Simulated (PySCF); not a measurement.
C₃H₅BN₂O, SMILES B1(N)C=CN=CO1.

Geometry: TPSSh-D3(BJ)/def2-SVP. The structure was generated by enumeration, and PubChem lists no compound with its InChIKey, so it may never have been made. One conformer was computed; it need not be the lowest.

Two levels are set side by side: PBE/def2-TZVP (PySCF) and M06-2X/def2-TZVP (PySCF). Same geometry, gas phase. Differences are taken from unrounded values.

| quantity | M06-2X |
|---|---|
| orbital gap (eV) | 7.80 |
| highest occupied level (eV) | -8.03 |
| lowest empty level (eV) | -0.23 |
| dipole moment (D) | 2.47 |
| mean polarisability (bohr³) | 63.2 |

### Question
What does PBE give, and how far is it from M06-2X? (The exact figures need the calculation; the answer reports its results.)

### Answer

```json
[
 {"quantity": "orbital gap (eV)", "PBE": "3.73", "PBE minus M06-2X": "-4.07"},
 {"quantity": "highest occupied level (eV)", "PBE": "-5.77", "PBE minus M06-2X": "2.26"},
 {"quantity": "lowest empty level (eV)", "PBE": "-2.04", "PBE minus M06-2X": "-1.81"},
 {"quantity": "dipole moment (D)", "PBE": "2.60", "PBE minus M06-2X": "0.13"},
 {"quantity": "mean polarisability (bohr³)", "PBE": "66.4", "PBE minus M06-2X": "3.2"}
]
```

PBE's occupied levels lie high since its potential decays too fast outside the molecule; exact exchange lowers them and widens the gap. PBE's more diffuse valence density responds more strongly to a field. Differences between two approximate levels are no errors against the true value.

Rough cost on one machine, each run with all the roots and properties that it gave: M06-2X against PBE about 4 times.
